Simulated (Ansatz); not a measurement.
Consider the redistribution: `CO[SiH2]CF` + `BCCI` → `FC[SiH2]CI` + `BCOC`.

Isolated molecules relaxed with PBE0-D4/def2-TZVP in Ansatz; ΔE leaves out vibrations. CCSD(T)/CBS is the MP2 limit (def2-TZVPP, def2-QZVPP) plus CCSD(T) − MP2 in def2-TZVPP, frozen cores. Functionals use def2-TZVPP. B3LYP here is the variant with VWN-RPA as its local correlation; programs differ in this. def2 core potentials past Kr. For I outer-core shells are correlated without core-valence functions, which leaves a few kJ/mol of doubt a bond. One conformer a species, not always the lowest.

Task: Is it downhill or uphill in electronic energy at CCSD(T)/CBS, and by how much? (An estimate is asked.)

Result: Ansatz gave: Uphill: ΔE = +1.38 eV.

Task: What do these levels give: B3LYP-D4, ωB97X-V, PBE, CCSD/def2-TZVPP, HF/def2-QZVPP, HF/CBS(def2)? (Best estimate.)

Result: Computed: B3LYP-D4 1.34, ωB97X-V 1.32, PBE 1.24, CCSD/def2-TZVPP 1.39, HF/def2-QZVPP 1.50, HF/CBS(def2) 1.50 eV.

Largest T1 diagnostic among the species: 0.011.

In def2-TZVPP, CCSD(T) changes the Hartree–Fock value by −0.12 eV (the triples alone add −0.02 eV) and MP2 by −0.06 eV. From PBE to PBE0 (25 % exact exchange), in def2-TZVPP and without D4, ΔE moves by +0.06 eV.
